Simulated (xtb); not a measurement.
SnHFCl2, SMILES [F][SnH]([Cl])[Cl]. All values are semi-empirical tight-binding results from xtb (GFN2-xTB unless named), good for trends rather than for accurate numbers. Geometry optimised at GFN2-xTB.

For metal compounds this method's bond lengths and energies can be far off.

Q: Estimate the properties. (Estimate from the structure and the level; the computed values follow.)

A: 
point group as xtb finds it: Cs
orbital gap: 3.57 eV
zero-point energy: 5.1 kcal/mol
G − E(el) at 298.15 K (modified RRHO): -15.6 kcal/mol
